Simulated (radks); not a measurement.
Charge is removed step by step from the 1s1/2 level of the hafnium ion Hf+, starting from [Xe] 4f14 5d1 6s2. Method: Dirac Kohn-Sham, PBEsol, spin-unpolarised, spherical densities, finite nucleus; open shells fill j = l - 1/2 first; Fermi nuclear charge, rms radius 5.347 fm; computed with a radial shooting solver on a logarithmic mesh with Libxc functionals.

| removed (e) | E - E(0) (eV) | eigenvalue (eV) | E minus straight line (eV) |
|---|---|---|---|
| 0 | 0.000 | -65163 | 0.000 |
| 0.1 | 6521.7 | -65270 | -47.998 |
| 0.2 | 13054.0 | -65377 | -85.271 |
| 0.3 | 19597.1 | -65484 | -111.836 |
| 0.4 | 26151 | -65591 | -127.713 |
| 0.5 | 32715 | -65698 | -132.923 |
| 0.6 | 39290 | -65804 | -127.492 |
| 0.7 | 45876 | -65910 | -111.450 |
| 0.8 | 52472 | -66015 | -84.828 |
| 0.9 | 59079 | -66121 | -47.664 |
| 1 | 65696 | -66225 | 0.000 |

Removing the whole electron costs 65696 eV by Delta-SCF, against 65163 eV from minus the eigenvalue at the starting occupation. Slater's transition state (half an electron removed) gives 65698 eV. Integrating minus the eigenvalue over the occupation (Janak's theorem) gives 65696 eV. The mean slope of the eigenvalue, de/dn, is 1060 eV per electron.
